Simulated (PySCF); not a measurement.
**Two-component Hartree-Fock for In (indium, neutral)**

Start: [Kr] 4d10 5s2 5p1; 5p1/2 filled at m_j = +1/2. Calculated with PySCF 2.14 in x2c-SVPall-2c with one added diffuse shell each of s, p type (7s9p4d, 54 functions): generalised Hartree-Fock with the X2C-1e Hamiltonian and a Gaussian nucleus; one run each with spin-orbit coupling (SO) switched off, then screened by Boettger's factors.

| spinor shell | electrons | ε, spin-free (eV) | ε, screened SO (eV) | weight of nominal j (screened SO) | rms radius, screened SO (bohr) |
| --- | --- | --- | --- | --- | --- |
| 1s1/2 | 2 | -28077.9 | -28075.4 | 1.000 | 0.0341 |
| 2s1/2 | 2 | -4294.4 | -4293.6 | 1.000 | 0.139 |
| 2p1/2 | 2 | -3848.6 | -3994.8 | 1.000 | 0.120 |
| 2p3/2 | 4 | -3848.6 | -3781.4 | 1.000 | 0.125 |
| 3s1/2 | 2 | -854.32 | -853.99 | 1.000 | 0.371 |
| 3p1/2 | 2 | -704.44 | -731.57 | 1.000 | 0.365 |
| 3p3/2 | 4 | -704.44 | -691.69 | 1.000 | 0.376 |
| 3d3/2 | 4 | -472.20 | -476.68 | 1.000 | 0.351 |
| 3d5/2 | 6 | -472.20 | -468.78 | 1.000 | 0.353 |
| 4s1/2 | 2 | -144.79 | -144.60 | 1.000 | 0.907 |
| 4p1/2 | 2 | -97.731 | -102.35 | 1.000 | 0.973 |
| 4p3/2 | 4 | -97.731 | -95.355 | 1.000 | 1.000 |
| 4d3/2 | 4 | -27.786 | -28.173 | 0.999 | 1.28 |
| 5s1/2 | 2 | -10.866 | -10.776 | 0.997 | 2.92 |
| 5p1/2 | 1 | -5.463 | -5.661 | 0.987 | 3.94 |

(1) Where does 4d5/2 lie, and what is the 4d spin-orbit splitting (screened SO)?

| quantity | spin-free | screened SO |
| --- | --- | --- |
| E (hartree) | -5877.02631 | -5878.28452 |
| M_J | 1/2 | 1/2 |
| ⟨J²⟩ | 1.069 | 0.803 |
| ⟨L²⟩ | 2.038 | 2.052 |
| ⟨S²⟩ | 0.763 | 0.776 |

⟨J²⟩ departs a little from M_J(M_J + 1) because the unrestricted spinors polarise the closed shells.

Breit and QED terms are absent; they matter most for the inner s and p1/2 levels.

Densities and radii are taken from the X2C orbitals without a picture-change correction, which distorts them close to the nucleus.

Without spin-orbit coupling the j labels of p, d and f shells carry no meaning; the spin-free column gives the mean over the occupied spinors of each nl shell, and its ⟨J²⟩ belongs to a mixture of degenerate components.

Results:

(1) At -27.247 eV, 0.925 eV above 4d3/2.
